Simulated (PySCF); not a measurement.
## C₆ coefficients of unlike pairs at LC-wPBE

Calculated with PySCF 2.14 from the dipole response of each species, C₆(A,B) = (3/π) ∫ α_A(iu) α_B(iu) du, in atomic units, from isotropic polarisabilities. For ions this is the dispersion term alone; charge-induced terms of lower order in 1/R come first.

```tsv
species	configuration	basis	relativity	α (bohr³)	C₆ (like pair)
Al²⁺	[Ne] 3s1 (2S)	aug-cc-pwCVQZ (10s9p7d5f3g)	none	14.89	41.42
Rh⁺	[Kr] 4d8 (3F)	def2-QZVPPD with the def2 core potential (28 electrons) (7s5p4d4f2g)	core potential	13.08	81.61
Rh²⁺	[Kr] 4d7 (4F)	def2-QZVPPD with the def2 core potential (28 electrons) (7s5p4d4f2g)	core potential	7.259	38.50
```

Q: Estimate C₆ for Rh⁺ with Al²⁺.

A: The integral gives 51.93. The combination rule 2 C_A C_B / (C_A α_B/α_A + C_B α_A/α_B) gives 52.29 and the geometric mean 58.14.

No spin-orbit coupling is included.

The other pairs:

```tsv
pair	C₆
Rh²⁺, Rh⁺	55.39
Rh²⁺, Al²⁺	32.69
```
